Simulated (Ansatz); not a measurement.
Reaction (atomization): `C[NH][SnH3]` → C• + 7 H• + N• + Sn•

Program: Ansatz. Geometries: PBE0-D4/def2-TZVP. ΔE: electronic, gas phase. CBS: MP2 limit from def2 TZ/QZ plus the TZ coupled-cluster correction, frozen cores. This one scheme is used for every species, atoms too. DFT in def2-TZVPP. B3LYP here is the variant with VWN-RPA as its local correlation; programs differ in this. No spin–orbit coupling; open shells (•) take unrestricted orbitals. Spin–orbit coupling would lower the free atoms: a little for C; strongly for Sn. def2 core potentials past Kr. For Sn outer-core shells are correlated without core-valence functions, so the limit isn't a true one: a few kJ/mol of doubt a bond, and 10 to 20 or more in all where bonds break to atoms.

`C[NH][SnH3]`:

```xyz
10

C    -0.956    0.992   -0.529
N     0.313    0.744    0.129
Sn    0.912   -1.178    0.371
H    -1.077    2.061   -0.732
H    -0.973    0.486   -1.499
H    -1.845    0.658    0.028
H     0.389    1.281    0.983
H     2.364   -1.123    1.262
H     1.137   -1.795   -1.203
H    -0.264   -2.126    1.190
```

```tsv
level	ΔE (eV)	difference from CCSD(T)/CBS
revPBE-D4	31.04	-0.62
BLYP-D4	31.41	-0.25
PBE0-D4	31.29	-0.37
PBE	31.55	-0.11
B3LYP	31.28	-0.38
r2SCANh	31.10	-0.56
r2SCAN0	30.88	-0.78
BHLYP	30.56	-1.10
MP2/def2-TZVPP	30.54	-1.12
HF/CBS(def2)	22.19	-9.47
CCSD(T)/CBS	31.66	0
```

Largest T1 diagnostic among the species: 0.012.

In def2-TZVPP, CCSD(T) changes the Hartree–Fock value by +8.69 eV (the triples alone add +0.41 eV) and MP2 by +8.42 eV; breaking electron pairs costs correlation energy, which Hartree–Fock lacks. At CCSD(T), def2-SVP lies −2.16 eV from the extrapolated value and def2-TZVPP −0.85 eV: correlation converges slowly with the basis, and small sets miss more of it in the bonded molecule than in its fragments.

For atomizations the MP2-based limit and the directly extrapolated one differ by several kJ/mol either way, and by 10 to 25 for some Ge, Se and Sn compounds, so smaller differences from it don't rank the levels.
